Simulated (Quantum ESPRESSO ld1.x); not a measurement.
Problem. Nb3+, 38 electrons, occupied as [Ar] 3d10 4s2 4p5 4d3 (not the ground configuration). All-electron calculation, scalar-relativistic Kohn-Sham, PW91, spin-unpolarised, spherical densities, point nucleus. Program: ld1.x of Quantum ESPRESSO 7.5. Some entries of the table are withheld. Estimate them.

| orbital | occ. | eigenvalue (Ry) | <r> (bohr) | <1/r> (bohr^-1) |
|---|---|---|---|---|
| 1s | 2 | (1) | 0.03609 | (2) |
| 2s | 2 | -195.9651 | 0.1580 | (3) |
| 2p | 6 | -175.2793 | 0.1377 | (4) |
| 3s | 2 | -34.8062 | (5) | 3.253 |
| 3p | 6 | -28.0419 | 0.4456 | 3.092 |
| 3d | 10 | -16.9778 | 0.4326 | 2.857 |
| 4s | 2 | -6.6888 | (6) | 1.192 |
| 4p | 5 | -4.8864 | 1.262 | 1.062 |
| 4d | 3 | -2.3453 | 1.679 | 0.7820 |

Solution. 
(1) 1s eigenvalue (Ry): -1385.2234
(2) 1s <1/r> (bohr^-1): 42.40
(3) 2s <1/r> (bohr^-1): 9.527
(4) 2p <1/r> (bohr^-1): 9.274
(5) 3s <r> (bohr): 0.4431
(6) 4s <r> (bohr): 1.140
